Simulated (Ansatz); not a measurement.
Ga (SMILES [Ga-]), charge -1, triplet (a gas-phase anion, which may not be bound at this level).

Ansatz (a program for electronic structure) was given this input:
Ansatz 0.2 input:
```yaml
crystal:
  periodic: [false, false, false]
  atoms:
    - {symbol: Ga, position_ang: [0.00000000, 0.00000000, 0.00000000]}
basis:
  gaussian:
    orbitals: def2-SVP
hamiltonian:
  xc: b3lyp
total_charge: -1
magnetization: {spin_polarized: true, initial_magnetization: 2}
```

**Question.** What does this run give for the <S^2>, total energy, number of basis functions?

**Answer.** 
```json
{
  "<S^2>": "2.002",
  "total_energy": "-1924.6068 Eh",
  "number_of_basis_functions": "32"
}
```

A gas-phase anion may not be bound at this level; its values then depend on the basis.
